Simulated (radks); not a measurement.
Q: Ni10+, 18 electrons, occupied as [Ar]. Method: Dirac Kohn-Sham, LDA (Slater exchange, Perdew-Wang correlation), spin-unpolarised, spherical densities, finite nucleus; Fermi nuclear charge, rms radius 3.7757 fm; computed with a radial shooting solver on a logarithmic mesh with Libxc functionals. Some entries of the table are withheld. Estimate them.

| orbital | occ. | eigenvalue (hartree) | r(max) (bohr) | <r> (bohr) |
|---|---|---|---|---|
| 1s1/2 | 2 | -310.8956 | 0.03546 | (1) |
| 2s1/2 | 2 | -46.03740 | 0.2050 | 0.2445 |
| 2p1/2 | 2 | -41.47935 | (2) | 0.2128 |
| 2p3/2 | 4 | -40.83818 | (3) | 0.2160 |
| 3s1/2 | 2 | -12.70147 | 0.6089 | 0.6703 |
| 3p1/2 | 2 | (4) | (5) | (6) |
| 3p3/2 | 4 | (7) | (8) | (9) |

A: 
(1) 1s1/2 <r> (bohr): 0.05419
(2) 2p1/2 r(max) (bohr): 0.1631
(3) 2p3/2 r(max) (bohr): 0.1658
(4) 3p1/2 eigenvalue (hartree): -11.26531
(5) 3p1/2 r(max) (bohr): 0.5988
(6) 3p1/2 <r> (bohr): 0.6692
(7) 3p3/2 eigenvalue (hartree): -11.15435
(8) 3p3/2 r(max) (bohr): 0.6048
(9) 3p3/2 <r> (bohr): 0.6753
